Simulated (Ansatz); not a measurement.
`[F][Hf]([F])([F])[SH]` + `N=C=O` → `O=C=[N][Hf]([F])([F])[F]` + H₂S at 600 K and 1 bar (ligand exchange at the Hf–S bond).

Gas-phase electronic energies from Ansatz, PBE0-D4/def2-TZVP geometries. CCSD(T)/CBS is the MP2 limit (def2-TZVPP, def2-QZVPP) plus CCSD(T) − MP2 in def2-TZVPP, frozen cores. This one scheme is used for every species. def2 core potentials past Kr. For Hf outer-core shells are correlated without core-valence functions, which leaves a few kJ/mol of doubt a bond. One conformer a species, not always the lowest.

| species | CCSD(T)/CBS energy (Eh) | H − E (kJ/mol) | S (J/(mol·K)) |
| --- | --- | --- | --- |
| `[F][Hf]([F])([F])[SH]` | -745.95117 | 95.1 | 463.4 |
| `N=C=O` | -168.51995 | 83.3 | 274.5 |
| `O=C=[N][Hf]([F])([F])[F]` | -515.51547 | 114.1 | 484.6 |
| H₂S | -398.97279 | 60.8 | 230.9 |

H − E and S are ideal-gas, rigid-rotor, harmonic terms from PBE0-D4/def2-TZVP, for one conformer and one mirror image of each species. 1 Eh = 2625.50 kJ/mol, R = 8.31446 J/(mol·K).

**Question.** By hand: ΔE, ΔH, ΔS and ΔG.

**Answer.** ΔE = (-515.51547) + (-398.97279) − (-745.95117) − (-168.51995) = -0.01714 Eh = -45.0 kJ/mol. Δ(H − E) = 114.1 + 60.8 − 95.1 − 83.3 = -3.5, so ΔH = -48.5 kJ/mol. ΔS = 484.6 + 230.9 − 463.4 − 274.5 = -22.4 J/(mol·K). ΔG = -48.5 − 600 × (-22.4)/1000 = -35.1 kJ/mol.

**Question.** By hand: the equilibrium constant, and the temperature at which ΔG would vanish if ΔH and ΔS stayed fixed.

**Answer.** log₁₀ K = −ΔG/(RT ln 10) = 3.1. ΔG = 0 at ΔH/ΔS = 2165 K.

ΔH outweighs TΔS. A doubt of 5 kJ/mol in ΔE shifts log₁₀ K by 0.4 here. Other conformers and mirror images would add mixing entropy, several J/(mol·K) or more a flexible species. Modes under 60 cm⁻¹, often nearly free rotors, make the harmonic entropy too high. These are equilibria of isolated gas molecules and say nothing of rates. Largest T1 diagnostic: 0.018 (customary marks: 0.02 for closed shells, 0.045 for open ones).
